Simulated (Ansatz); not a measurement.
Isolated molecules relaxed with PBE0-D4/def2-TZVP in Ansatz; ΔE leaves out vibrations. CCSD(T)/CBS adds triple-zeta CCSD(T) − MP2 to the extrapolated MP2 energy (def2 sets, frozen cores). DFT in def2-TZVPP. For Ge, Se outer-core shells are correlated without core-valence functions, which leaves a few kJ/mol of doubt a bond. Scalar relativity is left out up to krypton. Each species was taken in one conformer, which may not be the lowest.

Consider the substitution at a C–C bond: `CCC1CO1` + `[GeH3][SeH]` → `C[Se][GeH3]` + `CC1CO1`.

```tsv
level	ΔE (kJ/mol)
PBE-QIDH	6.3
revPBE	0.9
MP2/def2-TZVPP	2.9
HF/def2-QZVPP	10.4
```

Task: What does CCSD(T)/CBS give? (An estimate is asked.)

Result: The calculation gave: +4.8 kJ/mol. The listed levels differ from it by 1.5, -3.9, -1.9, 5.6 kJ/mol.

Largest T1 diagnostic among the species: 0.011.

In def2-TZVPP, CCSD(T) changes the Hartree–Fock value by −4.3 kJ/mol (the triples alone add −1.4 kJ/mol) and MP2 by −7.2 kJ/mol. Leaving LDA and LC-ωPBE aside and taking each functional with its dispersion term where it has one, the values, not all of them listed here, spread over 8.0 kJ/mol, from BLYP-D4 to CAM-B3LYP-D4. LDA lies +8.2 kJ/mol from PBE without D4. At CCSD(T), def2-SVP lies +17.1 kJ/mol from the extrapolated value and def2-TZVPP +0.9 kJ/mol.

CCSD(T)/CBS has its own doubt, a few kJ/mol and more with outer-core shells, so smaller differences from it don't rank the levels.
